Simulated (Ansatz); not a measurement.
A nudged elastic band was laid between two geometries of AlBrF$_{2}$H$_{2}$S (7 atoms, charge 0, multiplicity 1).

All numbers below come from RKS PBE0-D4/def2-SVP (Ansatz 0.2.0).

```yaml
movable_images: 5
climbing_image: yes
spring: 5.0 eV/Å²
optimiser: quadratic models (default)
start_path: through a guess of the saddle point
force_threshold: 0.05 eV/Å
iteration_limit: 60
end_points: relaxed
```

Initial state:

```xyz
7
Properties=species:S:1:pos:R:3
Al -0.839 -0.561 -0.026
Br 0.173 -2.489 0.558
F -1.709 -0.509 -1.441
F -1.350 0.448 1.199
H 1.896 0.393 0.376
S 1.138 0.812 -0.664
H 0.691 1.905 -0.001
```

Final state:

```xyz
7
Properties=species:S:1:pos:R:3
Al -0.881 -0.509 -0.049
Br 0.247 -2.283 0.778
F -1.628 -0.688 -1.522
F -1.566 0.534 1.054
H 1.965 0.214 -0.153
S 0.997 1.028 -0.636
H 0.867 1.705 0.529
```

(1) What changes between the two ends?

(2) Give the energies along the band, and the barrier.

## Answers

(1) No bond is made or broken.

(2) It converged. The highest image is number 6 of 0 to 6, 0.2 kcal/mol above the first end and 0.0 kcal/mol above the last; the last end lies 0.2 kcal/mol above the first. The highest image is an end point: on this band no image between the ends rises above it. A vibrational analysis next to that end finds imaginary modes (67i cm⁻¹), so it isn't a minimum.

| image | path coordinate (Å) | energy (kcal/mol) |
| --- | --- | --- |
| 0 | 0.00 | 0.0 |
| 1 | 0.18 | 0.0 |
| 2 | 0.36 | 0.0 |
| 3 | 0.53 | 0.1 |
| 4 | 0.71 | 0.1 |
| 5 | 0.89 | 0.2 |
| 6 | 1.00 | 0.2 |

Run time: 2.5 min on 2 threads of Intel(R) Xeon(R) Platinum 8488C (Sapphire Rapids), with other jobs on the host, peak memory 0.28 GiB.
